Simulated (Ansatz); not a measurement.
What each rung costs, and what it gives

Saddle point of GaH$_{4}$Br, closed shell (GaH₃ + HBr → GaH₂Br ([GaH2][Br]) + H₂; bonds formed: H2–H5; dative contacts that become bonds: Ga1–Br6; bonds broken: Ga1–H2, H5–Br6), PBE0-D4/def2-TZVP structure:

| atom | x (Å) | y (Å) | z (Å) |
| --- | --- | --- | --- |
| Ga1 | -0.5143 | -0.4421 | -0.3157 |
| H2 | 0.5885 | 0.5262 | -1.0777 |
| H3 | -0.0605 | -1.9237 | -0.2105 |
| H4 | -1.9159 | 0.2130 | -0.1802 |
| H5 | 0.9659 | 0.8372 | 0.1071 |
| Br6 | 0.9363 | 0.7893 | 1.6770 |

Barriers are electronic and count from the start structure reached by relaxing down the imaginary mode.

Computed with Ansatz 0.2.0 (basis: as named in each row); correlated methods freeze the cores. Filled d shells of the heavier atoms are correlated. The def2 sets are not built for correlating such inner shells, so the correlated values are less sure here. B3LYP uses VWN-RPA correlation. Extrapolation: Hartree–Fock as exp(−7.88 √X), correlation as X^−2.97.

Times are rough, for one single point on 2 threads of a shared host (Arm Neoverse V1).

The estimate by CCSD(T) at an estimated basis limit (MP2 extrapolated from triple and quadruple zeta, plus CCSD(T) − MP2 in triple zeta) is 0.280 eV.

| method | basis | time (s) | barrier (eV) | method less estimate |
| --- | --- | --- | --- | --- |
| HF | STO-3G | under 1 | 1.237 | 0.956 |
| SPW92 | def2-SVP | under 1 | -0.108 | -0.388 |
| PBE-D4 | def2-SVP | under 1 | 0.045 | -0.235 |
| SPW92 | def2-TZVPP | 1 | -0.103 | -0.384 |
| B3LYP-D4 | 6-31G | 1 | 0.254 | -0.027 |
| PBE-D4 | STO-3G | 1 | 0.365 | 0.085 |
| PBE0-D4 | def2-SVP | 1 | 0.158 | -0.122 |
| PBE-D4 | def2-TZVPP | 2 | 0.043 | -0.237 |
| BLYP-D4 | def2-TZVPP | 2 | 0.148 | -0.133 |
| PBE0-D4 | def2-TZVPP | 2 | 0.145 | -0.136 |
| B3LYP-D4 | def2-TZVPP | 2 | 0.220 | -0.060 |
| BHLYP-D4 | def2-TZVPP | 2 | 0.344 | 0.064 |
| CAM-B3LYP-D4 | def2-TZVPP | 3 | 0.291 | 0.010 |
| CCSD(T) | def2-SVP | 3 | 0.419 | 0.138 |
| RPA on PBE | def2-TZVPP | 3 | 0.351 | 0.070 |
| r2SCAN-D4 | def2-TZVPP | 4 | 0.092 | -0.188 |
| B2PLYP | def2-TZVPP | 4 | 0.265 | -0.015 |
| PBE-QIDH | def2-TZVPP | 4 | 0.238 | -0.043 |
| r2SCAN0-D4 | def2-TZVPP | 4 | 0.172 | -0.109 |
| wB97M-V | def2-SVP | 6 | 0.300 | 0.019 |
| wB97X-V | def2-TZVPP | 8 | 0.323 | 0.042 |
| B97M-V | def2-TZVPP | 8 | 0.248 | -0.032 |
| wB97M-V | def2-TZVPP | 8 | 0.308 | 0.028 |
| MP2 | def2-QZVPP | 14 | 0.253 | -0.027 |
| CCSD(T) | def2-TZVPP | 37 | 0.322 | 0.041 |

All methods are single points on the PBE0-D4 structures; a negative value means that the method puts the saddle structure below the start.

T1 diagnostic: at most 0.011.

Labels in which every atom is bracketed show which atoms are joined, not bond orders.
